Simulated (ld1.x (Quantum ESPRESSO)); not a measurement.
**Pt (Z = 78): one change to an RRKJ potential, before and after**

ld1.x (Quantum ESPRESSO) 7.5 input, shortened:

```
&input
   title='Pt', zed=78., rel=1, dft='PZ', iswitch=3,
   config='[Xe] 4f14 5d8 6s0 6p0'
 /
 &inputp
   pseudotype=2, tm=.false., lloc=0,
   nlcc=.false.
 /
3
5P  2  1   6.00   0.00  1.70  1.70  0.0
5D  3  2   8.00   0.00  1.75  1.75  0.0
6S  1  0   0.00   0.00  2.25  2.25  0.0
 &test
   configts(1)='5p6 5d8 6s0 6p0'
 /
```

Change: reference 5p6 5d9 6s0 6p1.

Cutoffs: the cutoffs (Ry, on a coarse ladder) from which the occupation-weighted sum of valence levels, in a spherical-Bessel basis at the reference potential, stays within 10 and 1 mRy of its value at 400 Ry; they do not see the model core or the augmentation charge, which bear on the density cutoff. Errors are all-electron minus pseudo energies relative to the spin-unpolarised reference configuration.

**Question.** What does the change do?

**Answer.** The potential gets neither clearly harder nor softer (45 Ry and 70 Ry → 45 Ry and 70 Ry); the miss of the reference levels goes from 0.00 to 0.47 eV; the range in which the s phases agree widens (upper end 2.1 → 3.2); the range in which the p phases agree widens (upper end -2.4 → -1.1); neither file shows a bound ghost.

```csv
quantity,base,changed
"cutoff, loose",45 Ry,45 Ry
"cutoff, tight",70 Ry,70 Ry
bound ghosts,none,none
"largest miss of a reference level, eV",0.00,0.47
"largest error over its own tests, meV",-262,+1443
s: phases at 2.46 bohr within 0.05 rad from the reference energy up to (Ry; the scan ends near 5),2.1,3.2
p: phases at 2.46 bohr within 0.05 rad from the reference energy up to (Ry; the scan ends near 5),-2.4,-1.1
d: phases at 2.46 bohr within 0.05 rad from the reference energy up to (Ry; the scan ends near 5),0.2,1.5
```

Changed file: The 6p level has no wave, so the channel is fitted at the deeper level alone: the likely source of the large errors.
